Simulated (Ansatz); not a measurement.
Mulliken charges of CH3BN2S (`NB1N=CS1`) from B3LYP/def2-TZVPP in Ansatz (PBE0-D4/def2-TZVP geometry).

```json
{"atom": "N1", "x (Å)": "-0.565", "y (Å)": "1.503", "z (Å)": "-0.146", "charge (e)": "-0.223"}
{"atom": "B2", "x (Å)": "-0.044", "y (Å)": "0.232", "z (Å)": "-0.076", "charge (e)": "0.208"}
{"atom": "N3", "x (Å)": "-0.279", "y (Å)": "-0.856", "z (Å)": "0.898", "charge (e)": "-0.277"}
{"atom": "C4", "x (Å)": "0.533", "y (Å)": "-1.602", "z (Å)": "0.256", "charge (e)": "0.069"}
{"atom": "S5", "x (Å)": "1.181", "y (Å)": "-0.704", "z (Å)": "-1.159", "charge (e)": "-0.248"}
{"atom": "H6", "x (Å)": "-1.223", "y (Å)": "1.836", "z (Å)": "0.539", "charge (e)": "0.178"}
{"atom": "H7", "x (Å)": "-0.328", "y (Å)": "2.164", "z (Å)": "-0.864", "charge (e)": "0.172"}
{"atom": "H8", "x (Å)": "0.818", "y (Å)": "-2.630", "z (Å)": "0.495", "charge (e)": "0.121"}
```

Task: By hand: the dipole of these point charges (1 e Å = 4.8032 D).

Result: Σ q r = (-0.237, 0.395, 0.080) e Å, of length 0.468 e Å = 2.25 D.

Task: How does the dipole of the full density compare? (Best estimate.)

Result: Ansatz gave: (-0.090, 0.393, -0.118) e Å, 2.02 D; the point charges give 1.11 times that, at 32° from its direction.

Point charges leave out the atoms' own dipoles, such as those of lone pairs, and Mulliken's split depends on the basis, so the two needn't agree.

B3LYP here is the variant with VWN-RPA as its local correlation; programs differ in this.
